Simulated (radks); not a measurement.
All-electron atom: Ru IV in [Kr] 4d4 5p1 (not the ground configuration).

Calculated with a radial shooting solver on a logarithmic mesh with Libxc functionals: Dirac Kohn-Sham, PBEsol, spin-unpolarised, spherical densities, point nucleus; open shells are shared between the two j in proportion to 2j + 1.

Energy parts (hartree):
| part | energy |
|---|---|
| total | -4526.54357 |
| kinetic | 4710.36877 |
| electron-nucleus | -10891.51871 |
| Hartree | 1784.48952 |
| exchange-correlation | -129.88315 |

Orbitals (lengths in bohr, moments of r in powers of bohr; r(max) is where P^2 peaks; r(90%) holds 90 % of the orbital's charge):
orbital      occ.  eigenvalue (hartree)   <1/r>   r(max)      <r^4>  r(90%)  small-component weight
1s1/2           2             -806.8393   45.86  0.02172  5.917e-06  0.0600                2.58e-02
2s1/2           2             -117.3355   10.49   0.1231   0.001076   0.225                5.34e-03
2p1/2           2             -108.5546   10.47  0.09550  0.0007087   0.202                5.35e-03
2p3/2           4             -103.7481   9.918  0.09949  0.0008024   0.209                5.16e-03
3s1/2           2             -21.93261   3.624   0.3619    0.05324   0.594                1.46e-03
3p1/2           2             -18.52766   3.526   0.3486    0.05402   0.598                1.40e-03
3p3/2           4             -17.71132   3.393   0.3582    0.05980   0.613                1.35e-03
3d3/2           4             -11.68177   3.217   0.2992    0.05835   0.608                1.24e-03
3d5/2           6             -11.52256   3.182   0.3020    0.06028   0.613                1.22e-03
4s1/2           2              -4.29742   1.371   0.9099      1.938    1.46                3.59e-04
4p1/2           2              -3.26393   1.259   0.9577      2.720    1.59                3.11e-04
4p3/2           4              -3.13214   1.220   0.9814      3.004    1.63                2.99e-04
4d3/2         1.6              -1.55974  0.9540    1.144      8.698    2.13                1.94e-04
4d5/2         2.4              -1.54324  0.9452    1.153      8.980    2.14                1.91e-04
5p1/2    0.333333              -0.89993  0.4639    2.546      111.5    4.02                6.04e-05
5p3/2    0.666667              -0.87992  0.4536    2.603      120.3    4.09                5.85e-05

The highest occupied level is 5p3/2 at -23.944 eV. Summed over all electrons, <r^2> = 32.03 bohr^2, which gives a Langevin (diamagnetic) susceptibility term of -25.4 x 10^-6 cm^3/mol.
